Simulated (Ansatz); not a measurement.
Potential energy surface of H₃ (cation, charge +1), singlet: symmetric bend, bond length relaxed. Scanned: H-H-H angle. Other coordinates (H-H bond length) were minimised at PBE0/def2-TZVP.

Levels: RKS-PBE0/cc-pVTZ = restricted PBE0/cc-pVTZ in Ansatz (an electronic-structure program); CCSD(T)/cc-pVTZ = CCSD(T) on RHF/cc-pVTZ, frozen core in Ansatz; FCI/cc-pVTZ = full CI/cc-pVTZ, frozen core (Ansatz).

Energies relative to the lowest point of each profile, in kJ/mol:

```
a / °   RKS-PBE0/cc-pVTZ  CCSD(T)/cc-pVTZ
------  ----------------  ---------------
180                170.5            169.5
168.04             168.4            167.5
158.77             163.9            163.2
148.45             155.9            155.4
137.65             144.0            143.8
130.19             133.6            133.6
120.53             117.6            117.7
109.46              95.7             96.0
90.83               52.8             53.1
80.88               29.5             29.7
68.63                6.5              6.5
60                   0.0              0.0
```

### Question
What does FCI/cc-pVTZ give at the same points?

### Answer
180: 169.5; 168.04: 167.5; 158.77: 163.2; 148.45: 155.4; 137.65: 143.8; 130.19: 133.6; 120.53: 117.7; 109.46: 96.0; 90.83: 53.1; 80.88: 29.7; 68.63: 6.5; 60: 0.0 (kJ/mol).
